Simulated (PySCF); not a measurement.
Precursor series Nb Cl-F. Isolated molecules, 0 K electronic values unless said otherwise. In the def2 sets, heavy atoms carry core potentials. All members: neutral, multiplicity 1. Level: B3LYP-D3(BJ)/def2-TZVP // PBE-D3(BJ)/def2-SVP (PySCF), beside PBE-D3(BJ)/def2-TZVP // PBE-D3(BJ)/def2-SVP (PySCF) at the same geometries. B3LYP has the VWN-RPA correlation part, as in Gaussian.  Orbital energies are measured against the vacuum level.

| species | LUMO, PBE (eV) | LUMO, B3LYP-D3(BJ) (eV) |
|---|---|---|
| [Nb(Cl)5] | -5.02 | -4.61 |
| [Nb(Cl)4(F)] | -4.79 | -4.36 |
| [Nb(Cl)2(F)3] | -4.61 | -4.19 |
| [Nb(Cl)3(F)2] | -4.51 | withheld |
| [Nb(F)5] | -4.33 | -3.95 |
| [Nb(Cl)(F)4] | -4.17 | -3.78 |

### Question
Fit y = a + b·x, y being the LUMO at the first level, to the 5 complete rows by least squares, with x = the PBE value in eV. Give a, b and the rms residual, and predict the withheld value.

### Answer
Means of the 5 rows: x̄ = -4.584, ȳ = -4.178 eV. Σ(x − x̄)² = 0.46912 and Σ(x − x̄)(y − ȳ) = 0.44884, so b = 0.957 and a = ȳ − b·x̄ = 0.209 eV. The rms residual is 0.013 eV. At x = -4.51 the line gives -4.11 eV. The run for [Nb(Cl)3(F)2] gave -4.06 eV, so the line is off by 0.05 eV, more than twice the rms residual.

Codes: PySCF.
